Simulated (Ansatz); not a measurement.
The pair A = GeH4 (SMILES [GeH4]) (first 5 atoms), B = CH5N (SMILES CN); geometry from B3LYP-D3(BJ)/def2-TZVP.
(charge 0, multiplicity 1):
```xyz
12

Ge    -0.1163    -0.1863     0.2762
H     -0.4951    -0.1074    -1.2103
H      1.1174    -1.0866     0.4405
H     -1.2888    -0.7737     1.0750
H      0.2036     1.2209     0.8006
C     -0.4469     0.5988     4.1704
N      0.6668    -0.2867     3.8384
H     -0.0618     1.4841     4.6787
H     -1.1142     0.0897     4.8675
H     -1.0468     0.9357     3.3142
H      1.3171     0.1633     3.2062
H      0.3410    -1.1308     3.3843
```

Cores are frozen in the correlated methods. Filled d and f shells under p-block atoms count as core. MP2 and its Hartree–Fock in aug-cc-pVTZ are density fitted.

Run with Ansatz (a quantum-chemistry and plane-wave program). 

The counterpoise-corrected interaction energy is E(AB) − E(A in the pair's basis) − E(B in the pair's basis). Total energies (hartree):

| level | AB | A in the pair's basis | B in the pair's basis |
|---|---|---|---|
| HF/aug-cc-pVDZ | -2172.8732585 | -2077.6443510 | -95.2309146 |
| MP2/aug-cc-pVDZ | -2173.3378567 | -2077.7626649 | -95.5738324 |
| HF/aug-cc-pVTZ | -2172.9717012 | -2077.7182087 | -95.2555015 |
| MP2/aug-cc-pVTZ | -2173.5286104 | -2077.8595848 | -95.6672008 |
| CCSD(T)/aug-cc-pVDZ | -2173.4114856 | -2077.7961601 | -95.6138639 |

Problem. Work out the counterpoise-corrected interaction energy at the basis-set limit: extrapolate the MP2 correlation part as X⁻³, take Hartree–Fock from the larger set, and add the CCSD(T) − MP2 difference of aug-cc-pVDZ.

Solution. 
1. Differences (1 hartree = 627.509 kcal/mol): HF/aug-cc-pVDZ 1.259; MP2/aug-cc-pVDZ -0.853; HF/aug-cc-pVTZ 1.261; MP2/aug-cc-pVTZ -1.145; CCSD(T)/aug-cc-pVDZ -0.917.
2. Correlation parts, MP2 less HF: -2.113 in aug-cc-pVDZ (X = 2), -2.406 in aug-cc-pVTZ (X = 3).
3. Limit (3³·(-2.406) − 2³·(-2.113))/(3³ − 2³) = -2.529; with HF/aug-cc-pVTZ it gives -1.269.
4. CCSD(T) less MP2 in aug-cc-pVDZ: -0.064.
Result: -1.33 kcal/mol, against -0.85 at MP2/aug-cc-pVDZ. It is an estimate of this method's limit, not of the exact value.
